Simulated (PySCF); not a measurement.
Worked example: oscillator strength and radiative lifetime

C3H5, SMILES [C](C)=C (connectivity only; charge and spin as stated), charge +1, multiplicity 1.

The structure is a stationary point at PBE0-D3(BJ)/def2-TZVP. The spin state was assumed, not searched. The isomer is the one that the SMILES or the coordinates give; other isomers of the formula were not compared.

TDDFT-ωB97X/def2-SVPD run with PySCF puts the first singlet state with f over 0.02 at 8.79 eV (vertical), with the transition dipole (-0.151, 1.731, 0.000) in atomic units.

Q: Find the oscillator strength, the wavelength and the radiative lifetime that this transition would have in vacuum if emission retraced absorption.

A: 
|μ|² = 3.0192 au, so |μ| = 4.42 D. ΔE = 8.79/27.211 = 0.3230 hartree. f = (2/3) ΔE |μ|² = 0.650 (the program prints 0.650).
λ = 1239.84/8.79 = 141 nm; ν = 70896 cm⁻¹.
Einstein's coefficient A = 0.6670 ν² f s⁻¹ (ν in cm⁻¹) = 2.2e9 s⁻¹, so τ = 1/A = 0.46 ns. This state is S5; the lower singlets have f = 0.000, 0.003, 0.004, 0.000. The figure is the radiative limit of this one transition; relaxation, internal conversion, crossing to triplets and a medium change what is measured.
